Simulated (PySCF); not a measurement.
C6H11N3.
Cartesian coordinates in Å at the GFN2-xTB level; atoms count from 1:
```xyz
20
C6H11N3 angstrom
C     -1.0171    1.2116   -0.7516
C     -0.5012   -0.0287   -0.0142
C     -1.0064   -0.0464    1.4323
C     -0.9683   -1.2904   -0.7389
N      0.9544    0.0199    0.0062
C      1.7283    0.9939    0.5636
N      2.9888    0.7313    0.4061
N      3.0810   -0.4285   -0.2627
C      1.8750   -0.8477   -0.4982
H     -2.1016    1.1816   -0.8131
H     -0.6133    1.2464   -1.7613
H     -0.7267    2.1228   -0.2348
H     -0.5978   -0.9026    1.9651
H     -0.7130    0.8575    1.9600
H     -2.0907   -0.1158    1.4451
H     -2.0547   -1.3181   -0.7480
H     -0.6090   -2.1842   -0.2342
H     -0.6197   -1.2984   -1.7691
H      1.3440    1.8585    1.0633
H      1.6429   -1.7522   -1.0187
```

Probes without a nucleus sit at each ring's centroid and 1 Å off its mean plane on both sides; NICS is minus the shielding there, NICSzz its component along the normal. Level: GIAO PBE0/pcSseg-1 (PySCF, non-relativistic, gas phase) on the GFN2-xTB geometry, one conformer.

Ring bond lengths (Å), with Mayer bond orders in brackets: N5–C6 1.363 (1.16), C6–N7 1.297 (1.63), N7–N8 1.342 (1.23), N8–C9 1.298 (1.62), C9–N5 1.362 (1.17).

Give the NICS values of each ring in ppm.

```json
{"ring": "N5–C6–N7–N8–C9", "type": "5-membered ring with 3 N; formal bonds all aromatic", "NICS(0)": "-11.6", "NICS(1), two faces": "-11.6 / -11.6", "NICS(1)zz, two faces": "-30.8 / -30.8", "rms pucker (Å)": "0.00", "centre to ring atoms, mean (Å)": "1.13"}
```

What can be read from them?

- N5–C6–N7–N8–C9: mean NICS(1)zz -30.8 ppm, shielded, aromatic by this magnetic criterion (flat ring, no four-coordinate atom).

What does the geometric index give? HOMA = 1 − mean of α(R − Ropt)² over the ring bonds, with Krygowski's 1993 parameters (CN: Ropt 1.334 Å, α 93.52 Å⁻²; NN: Ropt 1.309 Å, α 130.33 Å⁻²).

- N5–C6–N7–N8–C9: HOMA 0.89; the largest term is that of N7–N8, α(R − Ropt)² = 0.14. The geometric and the magnetic index point the same way.

What is the mean of the two in-plane components of NICS at the second NICS(1) probe listed for ring N5–C6–N7–N8–C9, 1 Å off the ring?

The isotropic value is a third of the trace: (3 × -11.6 − (-30.8))/2 = -2.0 ppm.

List the ring angles and the Hirshfeld charges of the ring atoms.

- N5–C6–N7–N8–C9: N5 102.9° (-0.003 e), C6 110.9° (+0.031 e), N7 107.6° (-0.168 e), N8 107.8° (-0.171 e), C9 110.8° (+0.030 e); sum 540.0° against 540° for a flat convex ring.
